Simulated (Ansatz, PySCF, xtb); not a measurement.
Energy difference 3 R1 + R2 → 3 P1 + P2, each structure at its B3LYP-D3(BJ)/def2-TZVP stationary point, reached from a drawn start (curvature not checked).
R1: H2O (SMILES O), charge 0, multiplicity 1.
P1, NH3 (SMILES N) (charge 0, multiplicity 1, Z-matrix in Å and degrees):
```
N
H 1 1.0136
H 1 1.0136 2 107.33
H 1 1.0136 2 107.33 3 -115.10
```
R2: B3H6N3 (SMILES B1NBNBN1), charge 0, multiplicity 1.
P2: B3H3O3 (SMILES B1OBOBO1), charge 0, multiplicity 1.

P less R. No zero-point or thermal terms.

Run with Ansatz (a quantum-chemistry and plane-wave program); PySCF for M06-2X and the D3/D4 terms; xtb for the GFN methods. All values are computed, each at the level named.

Problem. One of these levels gives -0.560 eV for the reaction energy. Which?
(A) GFN1-xTB
(B) revPBE-D4/def2-TZVPP
(C) M06-2X/def2-TZVPP

Solution. B, revPBE-D4/def2-TZVPP. The others give -4.148 (GFN1-xTB), -0.936 (M06-2X/def2-TZVPP)
